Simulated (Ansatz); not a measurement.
`C#[C][Al]([CH3])[CH3]`, relaxed with RKS PBE0-D4/def2-TZVP in Ansatz 0.2.0 from a PBE-D4/def2-SVP geometry. The force threshold is 0.005 eV/Å; the program also tests the step.

Total charge 0; spin multiplicity 1.

Start:

```xyz
12

C    -3.033   -0.169    0.636
C    -1.827   -0.101    0.382
Al    0.057    0.012   -0.024
C     0.629    0.918   -1.668
C     1.307   -0.802    1.250
H    -4.091   -0.227    0.859
H     1.224    0.234   -2.312
H     1.298    1.774   -1.433
H    -0.217    1.304   -2.272
H     1.122   -1.895    1.337
H     1.160   -0.387    2.271
H     2.372   -0.661    0.975
```

(1) By how much does the energy fall, and how many steps does the optimiser take? (Estimate.)

(2) Which bonds change most? (Estimate.)

(3) Give the relaxed structure. (Estimate.)

Answers

(1) The calculation gave: 6.01 kJ/mol, in 3 steps.

(2) The calculation gave: C1–C2 from 1.234 to 1.211 Å; C4–H8 from 1.112 to 1.096 Å; C1–H6 from 1.083 to 1.067 Å; C4–H7 from 1.112 to 1.095 Å.

(3) Computed: 
```xyz
12

C    -2.997   -0.165    0.625
C    -1.813   -0.099    0.376
Al    0.060    0.011   -0.023
C     0.622    0.912   -1.655
C     1.296   -0.799    1.245
H    -4.039   -0.224    0.845
H     1.206    0.239   -2.292
H     1.277    1.760   -1.426
H    -0.219    1.287   -2.243
H     1.110   -1.875    1.330
H     1.151   -0.385    2.248
H     2.345   -0.661    0.971
```
